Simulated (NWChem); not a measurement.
[F][Zn][SeH] (ZnHSeF), optimised at PBE0/def2-SVP with NWChem:

highest occupied level (eV): -7.18
orbital gap (eV): 5.98
dipole (D): 1.44
highest harmonic frequency (cm⁻¹): 2446
zero-point energy (kcal/mol): 6.1

All stand in one matching conformer (torsions within 35°), which need not be the lowest. This build's default masses of Se (78.918 u) and Br (79.917 u) are each other's, which moves their modes by up to 0.6 %.

### Question
One F atom is replaced by Br, giving [SeH][Zn][Br] (ZnHSeBr), optimised at the same level. How do these values move?

### Answer
```tsv
quantity	new value	change
highest occupied level (eV)	-7.14	+0.04
orbital gap (eV)	5.87	-0.11
dipole (D)	1.11	-0.33
highest harmonic frequency (cm⁻¹)	2442	-4
zero-point energy (kcal/mol)	5.4	-0.7
```
